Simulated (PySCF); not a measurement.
Species: C3H4FGaO.
SMILES with atom numbers: `[CH:1]#[C:2][Ga:3]([F:4])[O:5][CH3:6]` (hydrogens: H7 on C1; H8, H9, H10 on C6)

Geometry (PBE0-D3(BJ)/def2-SVP, Å), atoms numbered from 1 in this order:
```xyz
10
C3H4FGaO angstrom
C      3.3493    0.6077   -0.5772
C      2.1478    0.5556   -0.3924
Ga     0.2853    0.4857   -0.1251
F     -0.7793    1.6502   -0.8835
O     -0.5288   -0.7158    0.8712
C     -1.9168   -0.7883    1.0654
H      4.4122    0.6510   -0.7410
H     -2.4722    0.0116    0.5451
H     -2.1492   -0.7198    2.1423
H     -2.2980   -1.7588    0.7029
```

Computed, not measured: PySCF 2.14.0, PBE0-D3(BJ)/def2-SVP geometry optimisation, gas phase.

Masses are those of the commonest isotopes; rigid-rotor values at the optimised geometry. The values belong to one conformer with, in the numbering `[CH:1]#[C:2][Ga:3]([F:4])[O:5][CH3:6]`, C2–Ga3–O5–C6 -179°.

**Question.** Give the principal moments of inertia and the rotational constants in MHz.

**Answer.** Ia = 97.19, Ib = 313.53, Ic = 407.52 u·Å²; 505379 MHz·u·Å²/I gives A = 5200, B = 1612, C = 1240 MHz.

**Question.** Classify the top.

**Answer.** An asymmetric top; Ray's κ = -0.812.

**Question.** Is it planar, by Δ = Ic − Ia − Ib?

**Answer.** Not planar: Δ = Ic − Ia − Ib = -3.20 u·Å². For a rigid frame Δ = −2 Σ m c², so Σ m c² = 1.60 u·Å² lies off the ab plane, practically all of it from hydrogen. The atom farthest from that plane is 0.91 Å away.

**Question.** Predict some low-J microwave lines.

**Answer.** The dipole components are |μa| = 0.80 D, |μb| = 0.99 D, |μc| = 0.00 D; the mirror of this Cs structure is the ab plane, so μc vanishes by symmetry (the 0.01 D computed is a residue) and there are no c-type lines. Intensities carry the squares of the components, which stand as 0.65 : 1.00 (a : b). Some of the stronger lines:

| type | branch | J(Ka,Kc) | MHz | lower level (cm⁻¹) |
| --- | --- | --- | --- | --- |
| b | R | 4(1,3) ← 3(2,2) | 1869 | 1.074 |
| a | Q | 3(1,2) ← 3(1,3) | 2229 | 0.659 |
| b | Q | 1(1,0) ← 1(0,1) | 3960 | 0.095 |
| b | Q | 2(1,1) ← 2(0,2) | 4359 | 0.284 |
| b | Q | 4(1,3) ← 4(0,4) | 5958 | 0.938 |
| a | R | 2(1,1) ← 1(1,0) | 6076 | 0.227 |
| b | Q | 3(2,1) ← 3(1,2) | 10360 | 0.733 |
| a | R | 4(0,4) ← 3(0,3) | 11143 | 0.566 |
| b | Q | 3(2,2) ← 3(1,3) | 12453 | 0.659 |
| b | Q | 4(4,1) ← 4(3,2) | 26370 | 2.087 |
| b | R | 3(3,1) ← 2(2,0) | 27414 | 0.790 |

**Question.** Estimate the classical rotational partition function at 25 K, 50 K and 200 K.

**Answer.** Point group Cs, symmetry number σ = 1; q = (√π/σ)·√((kT/h)³/(ABC)), k/h = 20836.6 MHz/K: 6540 at 25 K, 18500 at 50 K, 148000 at 200 K.

No PBE0-D3(BJ)/def2-SVP frequencies stand behind this structure, so it isn't proved a minimum. Zero-point vibration and centrifugal distortion are left out. A rigid rotor knows nothing of internal rotation, which can split or shift real lines. Quadrupole hyperfine structure (69Ga) is left out.

Hardware: an Arm Neoverse V1 with one thread, shared host. Cost: 45 s wall, 0.50 GiB resident at most. These figures are those of the optimisation.
